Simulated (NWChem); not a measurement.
System: CH₄F₃NSi; SMILES CN[Si](F)(F)F

The following NWChem deck was run.

```
start job
memory heap 200 mb stack 900 mb global 1100 mb
geometry units angstroms noautosym nocenter noautoz
  C     -0.080069     2.385538     0.073276
  N      0.667999     1.146967     0.132284
  Si     0.031086    -0.402455     0.001437
  F     -0.675990    -0.992404     1.316055
  F      1.207011    -1.426717    -0.360431
  F     -1.107945    -0.443569    -1.124940
  H     -0.245522     2.838678     1.066259
  H     -1.065735     2.202835    -0.379009
  H      0.428232     3.127004    -0.563700
  H      1.647631     1.241111     0.374327
end
basis spherical
  * library def2-svp
end
dft
  xc pbe0
  iterations 150
end
cosmo
  do_cosmo_smd true
  solvent water
end
task dft energy
```

Output (shortened):

```
             Northwest Computational Chemistry Package (NWChem) 7.3.0
             --------------------------------------------------------

                             Geometry "geometry" -> ""
                             -------------------------

 Output coordinates in angstroms (scale by  1.889725989 to convert to a.u.)

  No.       Tag          Charge          X              Y              Z
 ---- ---------------- ---------- -------------- -------------- --------------
    1 C                    6.0000    -0.08006900     2.38553800     0.07327600
    2 N                    7.0000     0.66799900     1.14696700     0.13228400
    3 Si                  14.0000     0.03108600    -0.40245500     0.00143700
    4 F                    9.0000    -0.67599000    -0.99240400     1.31605500
    5 F                    9.0000     1.20701100    -1.42671700    -0.36043100
    6 F                    9.0000    -1.10794500    -0.44356900    -1.12494000
    7 H                    1.0000    -0.24552200     2.83867800     1.06625900
    8 H                    1.0000    -1.06573500     2.20283500    -0.37900900
    9 H                    1.0000     0.42823200     3.12700400    -0.56370000
   10 H                    1.0000     1.64763100     1.24111100     0.37432700

 Effective nuclear repulsion energy (a.u.)     343.2254418688

                                 NWChem DFT Module
                                 -----------------

 Summary of "ao basis" -> "ao basis" (spherical)
 ------------------------------------------------------------------------------
       Tag                 Description            Shells   Functions and Types
 ---------------- ------------------------------  ------  ---------------------
 C                          def2-svp                 6       14   3s2p1d
 N                          def2-svp                 6       14   3s2p1d
 Si                         def2-svp                 8       18   4s3p1d
 F                          def2-svp                 6       14   3s2p1d
 H                          def2-svp                 3        5   2s1p

 in cosmo_initialize ...
 calling solv_data for solv:h2o

 solvent parameters
 solvname_short: h2o
 solvname_long:  water
 dielec:       78.4000
 dielecinf:     1.7769
 aqueous SMD model solvent descriptors
 dielec:       78.4000
 sola:          0.8200

          ---------------
          -cosmo- solvent
          ---------------
 Cosmo: York-Karplus, doi: 10.1021/jp992097l
 dielectric constant -eps-     =  78.40
 screen = (eps-1)/(eps    )    =   0.98724
 surface charge correction     = lagrangian

   van der Waals surface
 --------------------------

[...]

                                COSMO-SMD solvation results
                                ---------------------------

             internal energy in gas <Psi(g)|H|Psi(g)> =      -683.587921656051
         internal energy in solvent <Psi(s)|H|Psi(s)> =      -683.586981958395
                               delta internal energy  =         0.000939697656 (    0.59 kcal/mol)
   total free energy in solvent <Psi(s)|H+V/2|Psi(s)> =      -683.596599226264
 polarization energy contribution <Psi(s)|V/2|Psi(s)> =        -0.009617267869 (   -6.03 kcal/mol)
    total free energy in solvent including G(SMD-CDS) =      -683.590160354619
                       G(SMD-CDS) energy contribution =         0.006438871645 (    4.04 kcal/mol)
     1 M fixed-concentration free energy of solvation =        -0.002238698568 (   -1.40 kcal/mol)

                       DFT Final Molecular Orbital Analysis
                       ------------------------------------

 Vector   27  Occ=2.000000D+00  E=-4.326860D-01
              MO Center= -1.5D-01,  1.4D+00,  1.2D-01, r^2= 4.0D+00
   Bfn.  Coefficient  Atom+Function         Bfn.  Coefficient  Atom+Function
  ----- ------------  ---------------      ----- ------------  ---------------
     6      0.356390   1 C  pz               89      0.238758   7 H  s
    99     -0.195596   9 H  s                79     -0.193643   6 F  py
    52      0.163741   4 F  pz               20     -0.162756   2 N  pz
    51      0.154376   4 F  py                9      0.147232   1 C  pz
    82      0.134522   6 F  py               65     -0.123328   5 F  py

 Vector   28  Occ=2.000000D+00  E=-3.799546D-01
              MO Center= -4.0D-02,  2.0D+00, -5.9D-02, r^2= 2.3D+00
   Bfn.  Coefficient  Atom+Function         Bfn.  Coefficient  Atom+Function
  ----- ------------  ---------------      ----- ------------  ---------------
    94     -0.317176   8 H  s                 4      0.304829   1 C  px
    99      0.232660   9 H  s                 5      0.223857   1 C  py
   104     -0.193110  10 H  s                18      0.182822   2 N  px
    19      0.165469   2 N  py               95     -0.141340   8 H  s
    31      0.139012   3 Si s                37      0.128489   3 Si py

 Vector   29  Occ=2.000000D+00  E=-2.693699D-01
              MO Center=  4.7D-01,  1.3D+00,  1.5D-01, r^2= 1.9D+00
   Bfn.  Coefficient  Atom+Function         Bfn.  Coefficient  Atom+Function
  ----- ------------  ---------------      ----- ------------  ---------------
    20      0.506553   2 N  pz               23     -0.438132   2 N  pz
    89      0.208511   7 H  s                 6      0.171367   1 C  pz
    99     -0.162279   9 H  s                90      0.122248   7 H  s
    18     -0.103410   2 N  px               41     -0.101417   3 Si pz
    21      0.092861   2 N  px               51     -0.090307   4 F  py

 Vector   30  Occ=0.000000D+00  E= 4.905364D-02
              MO Center=  7.4D-02,  2.3D-01,  7.3D-02, r^2= 5.2D+00
   Bfn.  Coefficient  Atom+Function         Bfn.  Coefficient  Atom+Function
  ----- ------------  ---------------      ----- ------------  ---------------
    32      1.282761   3 Si s                17     -0.811909   2 N  s
     3     -0.652009   1 C  s               105      0.476218  10 H  s
    95      0.380822   8 H  s                77     -0.346025   6 F  s
    49     -0.326893   4 F  s               100      0.326455   9 H  s
    90      0.296699   7 H  s                63     -0.273344   5 F  s

 Vector   31  Occ=0.000000D+00  E= 8.221689D-02
              MO Center=  2.6D-01,  8.6D-01,  7.4D-02, r^2= 6.3D+00
   Bfn.  Coefficient  Atom+Function         Bfn.  Coefficient  Atom+Function
  ----- ------------  ---------------      ----- ------------  ---------------
     3      1.585999   1 C  s               100     -0.879765   9 H  s
    32      0.609579   3 Si s                90     -0.612023   7 H  s
    95     -0.567629   8 H  s                39      0.556468   3 Si px
    63     -0.403715   5 F  s                40     -0.343405   3 Si py
   105     -0.264302  10 H  s                 2      0.261728   1 C  s

 Vector   32  Occ=0.000000D+00  E= 1.119437D-01
              MO Center=  4.2D-01,  6.7D-01,  1.1D-01, r^2= 5.8D+00
   Bfn.  Coefficient  Atom+Function         Bfn.  Coefficient  Atom+Function
  ----- ------------  ---------------      ----- ------------  ---------------
    17      0.849603   2 N  s               105     -0.825178  10 H  s
    95      0.687343   8 H  s                90     -0.601692   7 H  s
    41     -0.510540   3 Si pz                8      0.446299   1 C  py
    39     -0.430560   3 Si px               77     -0.372598   6 F  s
   100     -0.327533   9 H  s                 9      0.289244   1 C  pz

     Multipole analysis of the density
     ---------------------------------

     L   x y z        total         alpha         beta         nuclear
     -   - - -        -----         -----         ----         -------
     0   0 0 0     -0.000000    -29.000000    -29.000000     58.000000

     1   1 0 0      0.551060      0.083654      0.083654      0.383752
     1   0 1 0      1.329432      0.331137      0.331137      0.667158
     1   0 0 1      0.192161     -0.243877     -0.243877      0.679914

     2   2 0 0    -28.748697    -77.835943    -77.835943    126.923188
     2   1 1 0      1.213057      1.778601      1.778601     -2.344144
     2   1 0 1      0.812326     -0.302087     -0.302087      1.416499
     2   0 2 0    -27.203308   -190.020111   -190.020111    352.836914
     2   0 1 1      0.693351     -0.297951     -0.297951      1.289253
     2   0 0 2    -31.376791    -69.325397    -69.325397    107.274002
```

Level: PBE0/def2-SVP, SMD on the gas-phase geometry. All runs use the structure optimised with PBE0/def2-SVP. Solvent: water.
